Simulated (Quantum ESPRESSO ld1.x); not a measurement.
The numbers below are computed, except where a source is named.
Se2+, 32 electrons, occupied as [Ar] 3d10 4s2 4p1 7s1 (not the ground configuration). Code: ld1.x of Quantum ESPRESSO 7.5. Model: scalar-relativistic Kohn-Sham, LDA (Slater exchange, Perdew-Zunger correlation), spin-polarised, spherical densities, point nucleus; open shells are filled with parallel spins first.

X-ray form factor f0, the Fourier transform of the density (f0(0) = 32):

sin(theta)/lambda (1/angstrom)  f0 (electrons)
0.05                                    30.652
0.1                                     29.782
0.15                                    28.356
0.2                                     26.773
0.25                                    25.078
0.3                                     23.435
0.4                                     20.384
0.5                                     17.644
0.6                                     15.213
0.8                                     11.353
1                                        8.829
1.25                                     7.048
1.5                                      6.062
2                                        4.761
